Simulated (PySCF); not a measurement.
H5MgNOSi, SMILES [NH2][Mg][O][SiH3]. Atoms are numbered in the order given.

```xyz
9

Mg    -0.5916     0.5861     0.9002
N     -1.5001     1.4884     2.2834
H     -1.6753     1.1368     3.2221
H     -1.9076     2.4195     2.2327
O      0.2779    -0.2765    -0.4231
Si     1.0686    -1.0595    -1.6264
H      0.1409    -1.9318    -2.4156
H      2.1575    -1.9357    -1.0869
H      1.7008    -0.0959    -2.5837
```
Charge 0, spin multiplicity 1.

Geometry: B3LYP-D3(BJ)/def2-SVP. Other conformers were not sampled.

Method: PBE0/pcJ-1 in PySCF.

Isotropic couplings with Fermi-contact, spin-dipole and both spin-orbit terms, one fixed conformer, no vibrational averaging. Isotopes: 14N, 1H, 29Si.

| pair | bonds apart | J (Hz) |
|---|---|---|
| N2–H3 | 1 | 48.6 |
| N2–H4 | 1 | 48.6 |
| Si6–H7 | 1 | [?] |
| Si6–H8 | 1 | [?] |
| Si6–H9 | 1 | [?] |
| H3–H4 | 2 | [?] |
| H7–H8 | 2 | 11.8 |
| H7–H9 | 2 | 11.7 |
| H8–H9 | 2 | 11.6 |

Question: What belongs in the gaps? (The exact figures need the calculation; the answer reports its results.)

Answer: 
- Si6–H7, J (Hz): -204.8
- Si6–H8, J (Hz): -204.7
- Si6–H9, J (Hz): -204.7
- H3–H4, J (Hz): -9.7
